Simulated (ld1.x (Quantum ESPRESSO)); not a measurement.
carbon, RRKJ: configuration errors across variants

ld1.x (Quantum ESPRESSO) 7.5 input, shortened:

```
&input
   title='C', zed=6., rel=2, dft='BP', iswitch=3,
   config='[He] 2s1 2p3', rel_dist='average'
 /
 &inputp
   pseudotype=2, tm=.false., lloc=-2, rcloc=1.55,
   nlcc=.true., rcore=0.80
 /
2
2S  1  0   1.00   0.00  1.20  1.20  0.0
2P  2  1   3.00   0.00  1.95  1.95  0.0
 &test
   configts(1)='2s1 2p3'
 /
```

Open shells are filled in proportion to 2j + 1 (rel_dist='average').

All-electron excitation energies from the reference (eV): (1) 2s2 2p2 -8.486; (2) 2s2 2p1 2.458; (3) 2s2 2p0 26.654; (4) 2s0 2p4 8.502; (5) 2s2 2p1.5 -4.478; (6) 2s1 2p2 11.241; (7) 2s2 2p2.3 -9.673.

Tests that are not counted but printed errors over 1 eV. “local potential all-electron potential smoothed inside 1.72 bohr (lloc = -2)”: 2s2 2p0 (solver errors, printed error +3.5 eV).

A true bound ghost makes a file unfit for plane-wave use even where its test errors are small: the radial tests pick states by their node count and pass the ghost by. Where a test does run into it, the solver fails or the error is huge.

Errors AE − PS in meV (a dash: test not solved or not reliable):

```csv
change,(1),(2),(3),(4),(5),(6),(7),bound ghosts
base,-5.2,+54,+334,-4.1,+12,+7.8,-9.9,none
local potential all-electron potential smoothed inside 0.72 bohr (lloc = -2),-5.1,+58,+361,-4.1,+13,+11,-9.4,none
local potential all-electron potential smoothed inside 1.08 bohr (lloc = -2),-5.1,+57,+359,-4.1,+13,+11,-9.5,none
local potential all-electron potential smoothed inside 1.26 bohr (lloc = -2),-5.1,+57,+356,-4.1,+13,+11,-9.5,none
local potential all-electron potential smoothed inside 1.44 bohr (lloc = -2),-5.2,+56,+348,-4.1,+12,+9.4,-9.7,none
local potential all-electron potential smoothed inside 1.54 bohr (lloc = -2),-5.2,+54,+334,-4.1,+12,+7.8,-9.9,none
local potential all-electron potential smoothed inside 1.72 bohr (lloc = -2),-5.8,+29,–,-4.1,+9.4,-7.5,-13,s
local potential all-electron potential smoothed inside 1.90 bohr (lloc = -2),-5.1,+61,+420,-4.1,+13,+9.1,-9.5,none
local potential all-electron potential smoothed inside 2.12 bohr (lloc = -2),-5.3,+54,+377,-4.2,+12,+1.8,-10,none
local potential all-electron potential smoothed inside 2.24 bohr (lloc = -2),-5.3,+52,+367,-4.2,+11,-1.4,-11,none
```

Task: Give the same row for: local potential all-electron potential smoothed inside 0.90 bohr (lloc = -2).

Result: -5.1, +58, +360, -4.1, +13, +11, -9.4; bound ghosts: none.
